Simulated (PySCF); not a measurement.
H8Ge3, charge -1, doublet, at a GFN2-xTB geometry (a state made from the parent by changing its charge; the spin is typed, not shown lowest). Base run: DF-SVWN5/pcseg-1 (PySCF).

The PySCF input:
```python
from pyscf import gto, scf, dft

mol = gto.M(
    atom='''
Ge    2.321377    0.688215   -0.171501
Ge    0.124446   -0.565256    0.184537
Ge   -2.438831   -0.189744    0.005121
H     3.912693    0.882550   -0.104898
H     2.195294    1.204197   -1.637869
H     2.000768    2.070349    0.471399
H     0.306384   -1.085803    1.701648
H     0.433710   -2.071062   -0.339422
H    -2.531352    0.352128   -1.458674
H    -2.504805    1.227425    0.657432
H    -4.036409   -0.442661    0.129394
''',
    basis='pcseg-1',
    charge=-1,
    spin=1,
    verbose=4,
)

mf = dft.UKS(mol)
mf.xc = 'lda,vwn'
mf = mf.density_fit(auxbasis='def2-universal-jkfit')
mf.kernel()
```

The base run was repeated with changes; each row names its change, and settings that it needs were set with it.

| change | basis functions | E (Eh) | HOMO (eV) | core-seconds (rough) |
|---|---|---|---|---|
| base | 121 | -6225.64118 | -0.04 | 30 |
| basis = pcseg-0 | 82 | -6218.65264 | 0.13 | 20 |
| basis = 3-21G | 82 | -6196.03122 | 0.38 | 10 |
| basis = 6-31G | 97 | -6225.16348 | 0.16 | 20 |
| basis = 6-31G* | 112 | -6225.42087 | 0.10 | 30 |
| basis = def2-SV(P) | 112 | -6225.48136 | 0.10 | 20 |
| basis = pc-1 | 121 | ? | ? | 20 |
| basis = def2-SVP | 136 | -6225.49057 | 0.10 | 30 |
| basis = 6-31G** | 136 | -6225.42805 | 0.10 | 30 |
| basis = def2-SVPD | 178 | -6225.50104 | -0.17 | 40 |
| basis = 6-311G** | 180 | -6226.19751 | -0.17 | 30 |
| basis = def2-TZVPD | 234 | -6226.29524 | -0.21 | 60 |
| basis = pcseg-2 | 241 | -6226.46560 | -0.21 | 70 |

Fill in the missing entries.


- basis = pc-1, E (Eh): -6226.11288
- basis = pc-1, HOMO (eV): -0.07

Totals compare only among sets that treat the same electrons; sets with core potentials leave the core out.

Open shells are given as the SCF converged; they aren't shown to be the lowest states, and a large step between rows can be another state.
